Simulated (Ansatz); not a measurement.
AlH3S3 (`[SH][Al]([SH])[SH]`), relaxed with RKS PBE-D4/def2-SVP in Ansatz from a rough embedded geometry. The force threshold is 0.03 eV/Å; the program also tests the step.

The species carries charge 0 and has multiplicity 1.

Start:

```xyz
7

S     1.499    1.290    1.058
Al    0.027   -0.104    0.178
S     0.744   -1.812   -1.079
S    -2.227    0.144    0.511
H     1.442    2.184   -0.082
H     0.856   -2.672    0.015
H    -2.341    0.972   -0.601
```

```csv
step,energy (eV),largest force (eV/Å),largest move (Å)
1,-39124.9481,1.560,0.000
2,-39125.0714,0.594,0.120
3,-39125.0872,0.090,0.042
4,-39125.0965,0.135,0.066
5,-39125.1128,0.086,0.083
6,-39125.1449,0.143,0.118
7,-39125.2020,0.214,0.162
8,-39125.2813,0.381,0.192
9,-39125.3645,0.739,0.195
10,-39125.4630,0.633,0.195
11,-39125.5566,0.338,0.200
12,-39125.6242,0.196,0.200
13,-39125.6679,0.136,0.200
14,-39125.6879,0.219,0.164
15 (rejected),-39125.6812,0.721,0.198
16,-39125.7065,0.151,0.097
17,-39125.7190,0.126,0.100
18,-39125.7309,0.078,0.150
19,-39125.7355,0.014,0.084
20 (rejected),-39125.7351,0.177,0.100
21,-39125.7369,0.033,0.050
22,-39125.7371,0.048,0.032
23,-39125.7373,0.003,0.008
```

End:

```xyz
7

S     1.264    1.493    1.090
Al   -0.228    0.243    0.069
S     0.263   -1.592   -1.044
S    -2.314    0.909    0.195
H     2.310    0.945    0.408
H     1.497   -1.706   -0.476
H    -2.791   -0.292   -0.242
```

Run time 9.5 s (4 threads of an Intel Xeon 6975P-C on a shared host); peak host memory 0.16 GiB.
